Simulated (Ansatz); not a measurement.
Si(H)2(Br)(Et) (C₂H₇BrSi), SMILES CC[SiH2]Br.

Geometry optimised at B3LYP-D3(BJ)/def2-SVP. One conformer was computed; it need not be the lowest.

Two levels are set side by side: PBE/def2-SVPD (Ansatz, a quantum-chemistry and plane-wave program) and CAM-B3LYP/def2-SVPD (Ansatz). Energy differences of separate SCF runs at the same geometry; the states with an electron removed or added have multiplicity 2 and 2. Differences are taken from unrounded values.

| quantity | CAM-B3LYP | PBE | PBE minus CAM-B3LYP |
|---|---|---|---|
| vertical ionisation energy (eV) | 10.42 | 9.80 | -0.62 |
| vertical singlet–triplet gap (eV) | 6.58 | 5.87 | -0.70 |
